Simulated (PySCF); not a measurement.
# Simulated absorption spectrum

Compound: C4H13PSi.
SMILES: `CC(C)(C)[SiH2]P`

Method: PySCF, TDDFT CAM-B3LYP/def2-SVPD, vertical, gas phase, core orbitals frozen in the response. Isolated species at its GFN2-xTB geometry (one conformer only). Torsions of this conformer, `[CH3:1][C:2]([CH3:3])([CH3:4])[SiH2:5][PH2:6]`: C1–C2–Si5–P6 -59°, H–P6–Si5–C2 -177°, H–P6–Si5–C2 90°.

Computed states:

```csv
state,E (eV),f
S1,6.50,0.016
S2,6.82,0.025
S3,7.11,0.277
S4,7.45,0.019
S5,7.54,0.034
S6,7.68,0.017
S7,7.85,0.0047
S8,8.12,0.017
```

Broadening: Gaussians 0.3 eV wide at half height, area fixed by f = 4.319×10⁻⁹ ∫ε dν̃. The width is an assumption, not a result. The curve ends short of the highest state used, and states not computed would add to its high-energy end.

Task: Give the broadened spectrum and its maxima.

Result: 
```
E (eV)  ε (L mol⁻¹ cm⁻¹)
  6.05                 3
  6.08                 6
  6.11                13
  6.13                20
  6.16                39
  6.19                71
  6.21               103
  6.24               173
  6.27               273
  6.29               358
  6.32               516
  6.35               704
  6.37               840
  6.40              1047
  6.43              1239
  6.45              1349
  6.48              1475
  6.51              1550
  6.53              1575
  6.56              1589
  6.59              1599
  6.61              1620
  6.64              1692
  6.67              1833
  6.69              1971
  6.72              2248
  6.75              2619
  6.77              2932
  6.80              3537
  6.83              4380
  6.85              5129
  6.88              6622
  6.91              8640
  6.93             10294
  6.96             13187
  6.99             16395
  7.02             19595
  7.04             21522
  7.07             23786
  7.10             24980
  7.12             25072
  7.15             24129
  7.18             22046
  7.20             20185
  7.23             17005
  7.26             13755
  7.28             11744
  7.31              9171
  7.34              7257
  7.36              6361
  7.39              5526
  7.42              5172
  7.44              5117
  7.47              5180
  7.50              5286
  7.52              5326
```

Maxima: 174 nm (7.11 eV), ε about 25000, made up of S3 (99%) (ε in L mol⁻¹ cm⁻¹; maxima over ε = 5, shares over 10%). At its high-energy end, 7.52 eV, the curve is still rising (ε about 5300, from S4, S5 and S6).

Task: On this curve, what absorbance would a 10⁻⁵ mol/L sample give at 193 nm over a 1 cm path?

Result: 193 nm is 6.424 eV, where ε is about 1200 L mol⁻¹ cm⁻¹, so A = ε c l ≈ 0.012 (Beer–Lambert, with the gas-phase spectrum and the assumed width).

Task: What would ε be at 7.11 eV, the highest of these maxima, with half the width (0.15 eV)?

Result: About 49700 L mol⁻¹ cm⁻¹ against 25100, a factor of about 1.98; a lone state at its own centre would give exactly 2.

Task: Coming from long wavelengths, where does ε first pass 100 L mol⁻¹ cm⁻¹?

Result: At about 200 nm (6.21 eV), 0.29 eV below S1.
